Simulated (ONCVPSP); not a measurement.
## tungsten: one change to an ONCV potential, before and after

```json
{"Element": "W", "Generator": "ONCVPSP 4.0.1", "Type": "optimised norm-conserving Vanderbilt (ONCV)", "Functional": "BLYP", "Relativity": "scalar-relativistic", "Frozen core": "[Kr] 4d10 4f14", "Valence charge": "14", "Reference configuration": "5s2 5p6 5d4 6s2", "Partial waves": "5s+6s: rc 1.95 bohr, ncon 5, nbas 10, qcut 7.8 1/bohr, 2 projectors; 5p: rc 1.15 bohr, ncon 4, nbas 8, qcut 6.6 1/bohr, 2 projectors, debl 2.1 Ha; 5d: rc 2.45 bohr, ncon 4, nbas 8, qcut 7.5 1/bohr, 2 projectors, debl 1 Ha", "Local potential": "polynomial inside 0.90 bohr (lpopt 5, dvloc0 -1 Ha)", "Core correction": "Teter function fitted to the true core (icmod 2), fcfact 0.25"}
```

All-electron outer shells of the reference configuration (BLYP, scalar-relativistic, ld1.x):

```csv
shell,level (eV),outermost node (bohr),outermost maximum (bohr)
5s,-78.92,0.53,0.96
5p,-43.02,0.57,1.09
4f,-32.97,–,0.43
6s,-5.60,1.28,2.64
5d,-4.34,0.63,1.50
```

Change: d: qcut 5.1.

Cutoffs: the cutoffs (Ha) at which the residual kinetic energy of the hardest occupied pseudo-wave falls to 1 and 0.1 mHa per electron; they do not see the model core or the augmentation charge, which bear on the density cutoff. Errors are all-electron minus pseudo energies relative to the spin-unpolarised reference configuration.

Task: How do hardness, ghosts and transferability respond?

Result: The potential gets neither clearly harder nor softer (107 Ha and 150 Ha → 107 Ha and 150 Ha); both files keep a bound ghost (s); the errors of the 4 common tests hardly move.

| quantity | base | changed |
| --- | --- | --- |
| cutoff, loose | 107 Ha | 107 Ha |
| cutoff, tight | 150 Ha | 150 Ha |
| loose cutoff by channel | s 20 Ha, p 107 Ha, d 15 Ha | s 20 Ha, p 107 Ha, d 11 Ha |
| bound ghosts | s | s |
| GHOST(+) flags under 300 eV | none | d at 160.4 eV |
| error for 5s2 5p6 5d4 6s1, meV [ΔE 8.82 eV] | -2.9 | -2.6 |
| error for 5s2 5p6 5d4 6s0, meV [ΔE 24.57 eV] | -6.3 | -7.1 |
| error for 5s2 5p6 5d3 6s0, meV [ΔE 49.91 eV] | -11 | -9.6 |
| error for 5s2 5p6 5d4 6s0 6p2, meV [ΔE 9.29 eV] | -3.7 | -4.2 |
| s: phases at 1.98 bohr within 0.05 rad from the reference energy up to (Ha; the scan ends near 5) | to the end of the scan | to the end of the scan |
| p: phases at 1.17 bohr within 0.05 rad from the reference energy up to (Ha; the scan ends near 5) | to the end of the scan | to the end of the scan |
| d: phases at 2.48 bohr within 0.05 rad from the reference energy up to (Ha; the scan ends near 5) | to the end of the scan | to the end of the scan |
| rms error of d²Exc/dni dnj with the model core, mHa | 1.06 | 1.09 |

 A true bound ghost makes a file unfit for plane-wave use even where its test errors are small: the radial tests pick states by their node count and pass the ghost by.
